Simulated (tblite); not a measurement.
Species: C4H4NO2S (doublet state).
Z-matrix (Å and degrees, GFN2-xTB geometry), rows numbered from 1:
```
N 
C   1  1.3056
O   2  1.2068  1  131.78
C   2  1.5788  1  103.96  3   178.54
S   4  1.8146  2   98.61  1     7.07
C   5  1.8233  4   77.46  2  -101.45
C   4  1.4991  2  110.26  1   -88.43
O   7  1.1912  4  132.10  2   -92.67
H   1  1.0107  2  120.41  3     6.03
H   4  1.0857  2  112.83  1   135.55
H   6  1.0883  5  114.10  4  -127.69
H   6  1.0891  5  111.54  4   106.98
```

Computed values, GFN2-xTB/tblite, gas phase, harmonic and unscaled. The method is semi-empirical: single wavenumbers can be off by several per cent or more. One conformer, not necessarily the lowest. Open shells enter through the occupations alone, without spin polarisation, and single modes of such species can be off by tens of per cent.

Harmonic wavenumbers (cm⁻¹): 85.2, 110.3, 148.1, 255.9, 401.3, 438.7, 462.3, 539.1, 541.1, 599.0, 624.1, 714.2, 735.7, 805.7, 853.4, 907.3, 972.1, 1019.2, 1054.2, 1063.3, 1098.8, 1136.5, 1304.1, 1364.4, 1798.7, 1850.4, 2996.7, 3011.4, 3028.0, 3418.6.

A = 2423, B = 1959, C = 1267 MHz; mass 129.996 u (most abundant isotopes); point group C1, symmetry number 1; spin multiplicity 2.

Zero-point energy?

Half the sum of the wavenumbers: 16669 cm⁻¹ = 47.66 kcal/mol.

What is S at 200 K and 1 bar for an ideal gas of classical rigid rotors and harmonic oscillators?

Translation 38.54, rotation 27.18, vibration 10.57, spin (R ln 2) 1.38: S = 77.7 cal/(mol K).

And Cp and H(200 K) − H(0)?

Cp = 21.61 cal/(mol K), of which vibrations give 13.66 (their classical limit is 30 R = 59.6); H(200 K) − H(0) = 2.83 kcal/mol without the zero-point energy, 1.24 from vibrations.

What must be added to the electronic energy to get the Gibbs energy at 200 K and 1 bar?

ZPE + [H(200 K) − H(0)] − T·S = 47.66 + 2.83 − 15.53 = 34.96 kcal/mol.

How do the functions run with temperature in this model?

```json
{"T (K)": "150", "S (cal/(mol K))": "72.1", "Cp (cal/(mol K))": "17.6", "H − H(0) (kcal/mol)": "1.85", "G − H(0) (kcal/mol)": "-8.96", "ln q(vib)": "1.44"}
{"T (K)": "250", "S (cal/(mol K))": "82.9", "Cp (cal/(mol K))": "25.7", "H − H(0) (kcal/mol)": "4.01", "G − H(0) (kcal/mol)": "-16.72", "ln q(vib)": "3.00"}
{"T (K)": "298.15", "S (cal/(mol K))": "87.8", "Cp (cal/(mol K))": "29.5", "H − H(0) (kcal/mol)": "5.34", "G − H(0) (kcal/mol)": "-20.83", "ln q(vib)": "3.80"}
{"T (K)": "400", "S (cal/(mol K))": "97.5", "Cp (cal/(mol K))": "36.4", "H − H(0) (kcal/mol)": "8.72", "G − H(0) (kcal/mol)": "-30.28", "ln q(vib)": "5.55"}
{"T (K)": "600", "S (cal/(mol K))": "114.2", "Cp (cal/(mol K))": "45.6", "H − H(0) (kcal/mol)": "17.00", "G − H(0) (kcal/mol)": "-51.49", "ln q(vib)": "9.02"}
{"T (K)": "900", "S (cal/(mol K))": "134.3", "Cp (cal/(mol K))": "53.3", "H − H(0) (kcal/mol)": "31.96", "G − H(0) (kcal/mol)": "-88.88", "ln q(vib)": "13.91"}
```

q(vib) and H(0) count from the zero-point level.

Hindered rotation and anharmonicity are outside this model. Other conformers, if any are populated, would add a mixing term that is left out. The structure is chiral; the term R ln 2 for an equal mix with its mirror image is left out.
